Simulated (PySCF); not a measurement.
SMILES [SeH]CCCC (C4H10Se) at its GFN2-xTB optimised geometry (Å):

```
15

C      2.0010    -1.3133     0.0000
C      0.4772    -1.3133     0.0000
C     -0.0853     0.1071     0.0000
C     -1.6027     0.0935    -0.0090
Se    -2.3835     1.9063    -0.0609
H      2.3835    -0.7984     0.8780
H      2.3826    -0.8105    -0.8852
H      2.3808    -2.3317     0.0063
H      0.1136    -1.8455    -0.8821
H      0.1126    -1.8456     0.8820
H      0.2798     0.6446    -0.8780
H      0.2713     0.6384     0.8865
H     -1.9890    -0.3988    -0.9038
H     -2.0081    -0.4097     0.8706
H     -1.8046     2.3317     1.1946
```

Level of theory: CAM-B3LYP/def2-TZVP run with PySCF 2.14.0. Cells within 0.4 Å of a nucleus heavier than hydrogen are left out (blank, or x).

Map of the log10 of the electron density (e/bohr³), floored at −4 on the plane z = 0.0 Å:

```
|000000000000000000000000000|
|000111221110000000000000000|
|011223333221000000000000000|
|112334444332100000000000000|
|123455555443210000000000000|
|234566766543211000000000000|
|245677887654321100000000000|
|345679xx7654322210000000000|
|345679xx7654333321000000000|
|345677887654455432100000000|
|234566777665666543211000000|
|233456677776777653222210000|
|12334567xx77xx7654333321000|
|01234567xx87xx7654444432100|
|001235677777787765566543200|
|000234566666777766777653210|
|00012345555567xx77xx7654210|
|00012334444567xx87xx7654210|
|000011223335677777787654210|
|000000111234566666778754210|
|000000001134455555678653210|
|000000000123344444566543200|
|000000000012233223444432100|
|000000000000111112233321000|
|000000000000000000111110000|
|000000000000000000000000000|
|000000000000000000000000000|
```
Scale: ten equal steps from -4.00 (start of '0') to 0.269 (end of '9'), in the order '0123456789'; x runs from -4.50 to 4.50, y from -4.50 (bottom) to 4.50 (top).
